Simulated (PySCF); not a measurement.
**BeMe(SeMe): computed shieldings and shifts**

BeMe(SeMe), C2H6BeSe, point group C1.

Bonds: Be1-C2 1.676 Å, Be1-Se6 2.037 Å, Se6-C7 1.972 Å. C2 carries H3, H4, H5; C7 carries H8, H9, H10.

GIAO calculations in PySCF on the PBE0-D3(BJ)/def2-SVP structure: isolated species, non-relativistic, equivalent atoms averaged; basis pcSseg-1.

Problem. Give the isotropic shieldings (ppm) with PBE0, wB97X-D.

Solution. 
| atoms | environment | PBE0 | wB97X-D |
| --- | --- | --- | --- |
| Se6 | selenium bonded to C, Be | 2026 | 2050 |
| C7 | carbon bonded to Se, 3 H | 182.5 | 183.8 |
| C2 | carbon bonded to Be, 3 H | 194.9 | 196.5 |
| Be1 | Be bonded to C, Se | 76 | 80 |
| H8/H9/H10 | hydrogen on a carbon bonded to Se | 29.42 | 29.64 |
| H3/H4/H5 | hydrogen on a carbon bonded to Be | 31.63 | 31.77 |
| HOMO–LUMO gap (eV) | – | 5.86 | 9.45 |

Problem. And the chemical shifts, against references computed in the same way?

Solution. 
| atoms | nucleus, reference | PBE0 | wB97X-D |
| --- | --- | --- | --- |
| Se6 | 77Se, Me2Se | -256 | -287 |
| C7 | 13C, TMS | 2.0 | 0.8 |
| C2 | 13C, TMS | -10.5 | -12.0 |
| H8/H9/H10 | 1H, TMS | 1.85 | 1.74 |
| H3/H4/H5 | 1H, TMS | -0.36 | -0.39 |

Problem. Which part of the shielding of Se6 depends on the functional?

Solution. Diamagnetic: PBE0 3003, wB97X-D 3004 ppm; paramagnetic: PBE0 -978, wB97X-D -953 ppm. The diamagnetic part, set mainly by inner electrons, hardly moves; the paramagnetic part goes with low-lying magnetically allowed excitations and carries the spread.

Problem. What couplings does B3LYP/pcJ-1 (pcSseg-1 on Se) (without the spin–dipole term) give?

Solution. 1J(C7,H8) = 151.0, 1J(C2,H3) = 122.0, 2J(H3,H4) = -16.3, 2J(H8,H9) = -11.4 Hz (averaged over equivalent pairs; isotopes 13C, 1H).

Relativistic effects, spin–orbit coupling among them, are left out; they matter for Se and for the light atoms bonded to it.
